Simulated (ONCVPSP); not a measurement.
Building the ONCV potential for vanadium (V) (Wu-Cohen, scalar-relativistic).

```json
{"Element": "vanadium", "Generator": "ONCVPSP 4.0.1", "Type": "optimised norm-conserving Vanderbilt (ONCV)", "Functional": "Wu-Cohen", "Relativity": "scalar-relativistic", "Frozen core": "[Ne]", "Valence charge": "13", "Reference configuration": "3s2 3p6 3d2 (charge +3)", "Partial waves": "3s: rc 1.46 bohr, ncon 3, nbas 6, qcut 8.6 1/bohr, 2 projectors, debl 3.8 Ha; 3p: rc 1.35 bohr, ncon 3, nbas 7, qcut 12 1/bohr, 3 projectors, debl 3.1 Ha; 3d: rc 2.20 bohr, ncon 4, nbas 9, qcut 7.9 1/bohr, 2 projectors, debl 3.9 Ha; f scattering state at 0.36 Ha: rc 1.75 bohr, ncon 4, nbas 8, qcut 6.7 1/bohr, 2 projectors, debl 2 Ha", "Local potential": "polynomial inside 1.30 bohr (lpopt 5, dvloc0 3 Ha)", "Core correction": "Teter function, fcfact 5, rcfact 1.4"}
```

In the s channel the program set the typed energies aside and used -3.808, 0.250 Ha.

Poles of the logarithmic derivatives, all-electron (AE) and pseudo (PS). s: poles at -3.2 (AE) and -3.2 (PS) Ha. p: poles at -1.6 (AE) and -1.6 (PS) Ha. d: poles at -1.2, 2.1 (AE) and -1.2, 2.1 (PS) Ha. f: poles at 3.3 (AE) and 3.3 (PS) Ha. Test radii: s 1.49, p 1.37, d 2.23, f 1.78 bohr.

* Cutoffs needed: 25 Ha and 44 Ha (the cutoffs (Ha) at which the residual kinetic energy of the hardest occupied pseudo-wave falls to 1 and 0.1 mHa per electron)
* Ghost test: no bound ghost flagged; no localised positive-energy state flagged
* Largest excitation error: -373 meV (all-electron minus pseudo) for 3s1 3p6 3d3 4s2, out of 4 test configurations
* rms error of d²Exc/dni dnj: 2.92 mHa without and 2.02 mHa with the model core
